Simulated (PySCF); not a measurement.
A TDDFT job was run through a driver script with this input:

```
{"job": {"kind": "uv", "xc": "PBE0", "basis": "def2-SVPD", "ip": false, "nstates": 10}, "charge": 0, "multiplicity": 1}
Si     0.594236     0.007923     0.426472
C      0.597924    -0.070327     2.310514
H     -0.428947    -0.098670     2.708844
H      1.102332     0.809266     2.740954
H      1.126454    -0.965101     2.675439
C      2.370980     0.112717    -0.196215
H      2.402618     0.124546    -1.297599
H      2.966646    -0.747221     0.148538
H      2.869603     1.025987     0.165157
C     -0.381181     1.523612    -0.146403
C      0.128956     2.866132     0.374880
C     -0.622757     4.087938    -0.152025
C     -2.087884     4.146559     0.251220
H     -0.380947     1.527165    -1.252648
H     -1.434133     1.367433     0.149242
H      0.089623     2.872984     1.479614
H      1.196813     2.976241     0.117237
H     -0.111659     4.997892     0.207096
H     -0.541118     4.111406    -1.253590
H     -2.573162     5.058639    -0.128524
H     -2.655368     3.287805    -0.139865
H     -2.199580     4.142752     1.348120
C     -0.238854    -1.533217    -0.286036
C      0.454071    -2.856208     0.037607
C     -0.263903    -4.101987    -0.480006
C     -0.373728    -4.181111    -1.994936
H     -1.281067    -1.554940     0.084269
H     -0.313523    -1.391237    -1.379328
H      1.482128    -2.843270    -0.368278
H      0.569647    -2.950020     1.131622
H      0.267717    -4.995289    -0.108542
H     -1.273523    -4.145168    -0.033465
H     -0.865660    -5.112735    -2.313890
H     -0.959438    -3.344936    -2.407828
H      0.621554    -4.152330    -2.468392
```

The program printed:

```
coarse grid: 27368 points
cycle   1  E = -683.8825358002  dE =  4.084e-01  |g| = 6.429e-01  |ddm| = 8.379e+00
cycle   2  E = -683.8537076640  dE =  2.883e-02  |g| = 7.298e-01  |ddm| = 2.167e+00
cycle   3  E = -683.9980947420  dE = -1.444e-01  |g| = 3.764e-02  |ddm| = 1.151e+00
cycle   4  E = -683.9983572908  dE = -2.625e-04  |g| = 1.987e-02  |ddm| = 1.403e-01
cycle   5  E = -683.9984517626  dE = -9.447e-05  |g| = 5.520e-03  |ddm| = 4.399e-02
cycle   6  E = -683.9984597434  dE = -7.981e-06  |g| = 5.510e-04  |ddm| = 1.227e-02
final grid: 252936 points
cycle   7  E = -684.0941299639  dE = -9.113e-05  |g| = 1.183e-02  |ddm| = 2.713e-01
cycle   8  E = -684.0941172318  dE =  1.273e-05  |g| = 1.376e-02  |ddm| = 4.365e-02
cycle   9  E = -684.0941675220  dE = -5.029e-05  |g| = 5.515e-04  |ddm| = 2.019e-02
cycle  10  E = -684.0941675886  dE = -6.664e-08  |g| = 2.253e-04  |ddm| = 2.069e-03
cycle  11  E = -684.0941676010  dE = -1.234e-08  |g| = 6.538e-05  |ddm| = 5.560e-04
cycle  12  E = -684.0941676021  dE = -1.136e-09  |g| = 6.094e-06  |ddm| = 1.749e-04
cycle  13  E = -684.0941676021  dE = -1.182e-11  |g| = 1.615e-06  |ddm| = 2.161e-05
converged SCF energy = -684.0941676021

Static polarisability (au): isotropic 150.230, principal 135.756 140.298 174.635

Singlet excitations
state   eV       nm        f      main configurations
  1   7.1485    173.4   0.01628   H->L 0.96
  2   7.4068    167.4   0.02639   H-1->L 0.91
  3   7.7272    160.5   0.05114   H-2->L 0.88
  4   7.7317    160.4   0.00249   H->L+2 0.93
  5   7.8080    158.8   0.00006   H->L+1 0.84
  6   7.8254    158.4   0.00077   H->L+3 0.90
  7   8.0125    154.7   0.01497   H-1->L+2 0.90
  8   8.0730    153.6   0.06521   H-1->L+1 0.62, H->L+4 0.33
  9   8.0955    153.2   0.00887   H-1->L+3 0.83
 10   8.2453    150.4   0.01393   H->L+4 0.59, H-1->L+1 0.27

Triplet excitations (Tamm-Dancoff, eV): 7.0638 7.2746 7.5606 7.6342
```

The calculation used PySCF, TDDFT PBE0/def2-SVPD, vertical, gas phase, core orbitals frozen in the response. One conformer (not necessarily the lowest) at the PBE0-D3(BJ)/def2-SVP geometry, without solvent, vibrations or thermal averaging.

**Question.** Which orbital energies lie behind H and L?

**Answer.** HOMO -7.64 eV and LUMO 0.49 eV, a gap of 8.13 eV; state 1 differs from that by -0.98 eV.

**Question.** Give the mean polarisability in Å³.

**Answer.** 150.23 au × 0.148185 = 22.26 Å³.

**Question.** What share of the summed oscillator strength falls to the strongest level in this window?

**Answer.** State 8 at 154 nm: 0.0652 of 0.2001, or 33%.

**Question.** How much of the mean polarisability do the listed states account for?

**Answer.** The sum over states Σ f/ΔE² (ΔE in hartree) gives 2.43 au, 2% of the total; the rest comes from higher roots of the same response equations.

**Question.** What is the polarisability anisotropy, √(½[(α1 − α2)² + (α2 − α3)² + (α3 − α1)²])?

**Answer.** 36.82 au.

**Question.** Write the structure that the coordinates describe.

**Answer.** SiMe2(nBu)2 (`C[Si](CCCC)(CCCC)C`) (C10H24Si), point group C2.

The SCF starts on a coarse grid; the energy jumps when the final grid takes over, and dE counts afresh there. H and L stand for HOMO and LUMO.

Without π bonds the low states may be Rydberg-like; a valence basis with one diffuse set may place them up to an eV too high.
